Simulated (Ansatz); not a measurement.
Consider the ligand exchange at the Si–O bond: `CB(C)O[SiH3]` + `BNCC` → `BN([SiH3])CC` + `CB(C)O`.

Isolated molecules relaxed with PBE0-D4/def2-TZVP in Ansatz; ΔE leaves out vibrations. CCSD(T)/CBS is the MP2 limit (def2-TZVPP, def2-QZVPP) plus CCSD(T) − MP2 in def2-TZVPP, frozen cores. Functionals use def2-TZVPP. One conformer a species, not always the lowest.

| species | B2PLYP energy (Eh) |
| --- | --- |
| `CB(C)O[SiH3]` | -471.10220 |
| `BNCC` | -160.56829 |
| `BN([SiH3])CC` | -451.15977 |
| `CB(C)O` | -180.49093 |

Q: Work out ΔE.

A: ΔE = (-451.15977) + (-180.49093) − (-471.10220) − (-160.56829) = 0.01979 Eh = +52.0 kJ/mol. CCSD(T)/CBS gives +46.7 kJ/mol.

Largest T1 diagnostic among the species: 0.012.

In def2-TZVPP, CCSD(T) changes the Hartree–Fock value by −19.0 kJ/mol (the triples alone add −2.8 kJ/mol) and MP2 by −20.5 kJ/mol. At CCSD(T), def2-SVP lies −6.0 kJ/mol from the extrapolated value and def2-TZVPP −1.1 kJ/mol. The D4 term adds −4.9 kJ/mol with B3LYP and −2.5 kJ/mol with PBE0; it sums over pairs of atoms, weighted by their polarisabilities, and B3LYP, whose exchange is more repulsive, gets the larger term.

B3LYP here is the variant with VWN-RPA as its local correlation; programs differ in this.
